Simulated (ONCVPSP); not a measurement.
Debugging a pseudopotential input (molybdenum (Mo), ONCVPSP 4.0.1)

Command:

```bash
oncvpspnr.x < Mo.dat > Mo.out
```

Input:

```
# ATOM AND REFERENCE CONFIGURATION
# atsym  z   nc   nv     iexc    psfile
  Mo 42.00    8    2  -116133      upf
#
#   n    l    f
    1    0    2.00
    2    0    2.00
    2    1    6.00
    3    0    2.00
    3    1    6.00
    3    2   10.00
    4    0    2.00
    4    1    6.00
    4    2    5.00
    5    1    1.00
#
# PSEUDOPOTENTIAL AND OPTIMIZATION
# lmax
    2
#
#   l,   rc,      ep,       ncon, nbas, qcut
    0    2.35    0.10    4    9    3.10
    1    3.10    0.00    7    7    2.30
    2    2.35    0.00    3    8    6.10
#
# LOCAL POTENTIAL
# lloc, lpopt,  rc(5),   dvloc0
    4    5    1.80    4.00
#
# VANDERBILT-KLEINMAN-BYLANDER PROJECTORs
# l, nproj, debl
    0    2    2.00
    1    1    1.30
    2    2    1.30
#
# MODEL CORE CHARGE
# icmod, fcfact, rcfact
    3    3.50    1.40
#
# LOG DERIVATIVE ANALYSIS
# epsh1, epsh2, depsh
   -2.00    5.00    0.02
#
# OUTPUT GRID
# rlmax, drl
    6.00    0.01
#
# TEST CONFIGURATIONS
# ncnf
    4
# nvcnf
#   n    l    f
    3
    4    2    5.00
    5    1    0.00
    5    0    1.00
#
    2
    4    2    5.00
    5    1    0.00
#
    2
    4    2    4.00
    5    1    0.00
#
    3
    4    2    5.00
    5    1    0.00
    5    0    0.50
#
```

This is an input that runs to its end, with one change: ncon of l = 1 set to 7.

Q: How does the run end?

A: The program refuses the input: "test_data: must have 3 <= ncon <= 5, l= 1". (oncvpspnr.x prints a scalar-relativistic banner.)

```
ONCVPSP  (Optimized Norm-Conservinng Vanderbilt PSeudopotential)
scalar-relativistic version 4.0.1

test_data: must have 3 <= ncon <= 5, l=   1
test_data: must have ncon+2 <= nbas <= ncon+5, l=   1
ERROR: test_data found   2 ERROR; stopping
```
